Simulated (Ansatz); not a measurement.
`C[Si]N(C)C` at its PBE0-D4/def2-TZVP geometry, where that method's forces vanish. The species carries charge 0 and has multiplicity 1.

```xyz
14

C     0.6531    0.8520    2.0550
Si   -0.9809    0.7333    1.0777
N    -0.4672   -0.0692   -0.3530
C     0.8460   -0.5366   -0.7316
C    -1.4532   -0.3506   -1.3765
H     1.0744   -0.1350    2.2775
H     1.4162    1.4279    1.5194
H     0.4679    1.3544    3.0076
H     1.5788   -0.3209    0.0429
H     1.1768   -0.0582   -1.6623
H     0.8386   -1.6198   -0.9074
H    -1.1896    0.1372   -2.3232
H    -1.5287   -1.4286   -1.5661
H    -2.4323    0.0144   -1.0601
```

(1) What forces (eV/Å) does ωB97M-V/def2-TZVPP give on these atoms in Ansatz? (Best estimate.)

## Answers

(1) The calculation gave: 
```
C1   0.052  0.001  0.029
Si2 -0.017  0.018  0.027
N3  -0.043  0.125  0.240
C4   0.280 -0.105 -0.092
C5  -0.197 -0.064 -0.221
H6  -0.020  0.067 -0.017
H7  -0.045 -0.042  0.036
H8   0.016 -0.034 -0.064
H9  -0.049 -0.024 -0.071
H10 -0.025 -0.035  0.075
H11  0.001  0.085  0.017
H12 -0.024 -0.039  0.076
H13  0.003  0.087  0.015
H14  0.068 -0.038 -0.049
```
